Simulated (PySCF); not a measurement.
SMILES c1sc([SiH2]N)cc1, singlet at its GFN2-xTB optimised geometry (Å):

```
14

N     -0.5972    -2.6272     0.2789
Si    -1.5590    -1.2347    -0.0413
C     -0.3543     0.1982     0.0000
C      1.0087     0.1982     0.0000
C      1.5813     1.4884     0.0000
C      0.6423     2.4682    -0.0040
S     -0.9519     1.8259    -0.0063
H     -1.0338    -3.5311     0.2072
H      0.0317    -2.6160     1.0658
H     -2.6408    -0.9470     0.9151
H     -2.1117    -1.4341    -1.3820
H      1.5861    -0.7092    -0.0038
H      2.6408     1.6760     0.0023
H      0.7828     3.5311    -0.0047
```

Calculation: PBE/def2-TZVP run with PySCF.

Map of the HOMO−1 amplitude (bohr^(-3/2)) on the plane z = 0.8 Å; orbital energy -6.05 eV, overall sign arbitrary:

```
|---------------------------|
|---------------------------|
|---------------------------|
|---------------------------|
|---------------------------|
|----------=====------------|
|---------=======-----------|
|--------=========----------|
|--------==++++==-----------|
|--------==+*+==------------|
|--------==++==--::---------|
|---------====--::----------|
|-------------::::----------|
|-------::----::::----------|
|------:..:-----:-----------|
|------:  :-=---------------|
|------:.:-===--------------|
|---------=+*=--------------|
|--------=+#@#--------------|
|-------==+#@#-:------------|
|-------==+**+--------------|
|-------===+==--------------|
|--------====---------------|
|----------=----------------|
|---------------------------|
|---------------------------|
|---------------------------|
```
Scale: ten equal steps from -0.125 (start of ' ') to 0.201 (end of '@'), in the order ' .:-=+*#%@'; x runs from -6.00 to 6.00, y from -6.00 (bottom) to 6.00 (top).
